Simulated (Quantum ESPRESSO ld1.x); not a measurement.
All-electron atom: Mo3.125+ in [Kr] 4d(up 2.875, down 0) (fractional occupations, a model configuration). All-electron calculation, scalar-relativistic Kohn-Sham, LDA (Slater exchange, VWN5 correlation), spin-polarised, spherical densities, point nucleus. Program: ld1.x of Quantum ESPRESSO 7.5. Some entries of the table are withheld. Estimate them.

orbital   occ.  eigenvalue (hartree)  r(max) (bohr)  <r^2> (bohr^2)
1s down      1              -728.730        0.02290        0.001672
1s up        1              -728.730        0.02290        0.001672
2s up        1              -104.054         0.1298         0.02791
2s down      1              -104.040         0.1298         0.02791
2p up        3              -93.2263         0.1036         0.02195
2p down      3              -93.2154         0.1036         0.02195
3s up        1              -18.7481         0.3841          0.2116
3s down      1              -18.7380         0.3841          0.2115
3p up        3              -15.2011         0.3773          0.2164
3p down      3              -15.1901         0.3774          0.2163
3d up        5              -9.41294         0.3218          0.2077
3d down      5              -9.39815         0.3219          0.2074
4s up        1              -3.63785         0.9851             (1)
4s down      1              -3.56654         0.9820             (2)
4p up        3              -2.67427          1.064           1.673
4p down      3              -2.59796          1.060           1.663
4d up    2.875              -1.30902          1.310             (3)
4d down      0              -1.22912          1.304             (4)

Answer. 
(1) 4s up <r^2> (bohr^2): 1.360
(2) 4s down <r^2> (bohr^2): 1.351
(3) 4d up <r^2> (bohr^2): 2.962
(4) 4d down <r^2> (bohr^2): 3.018
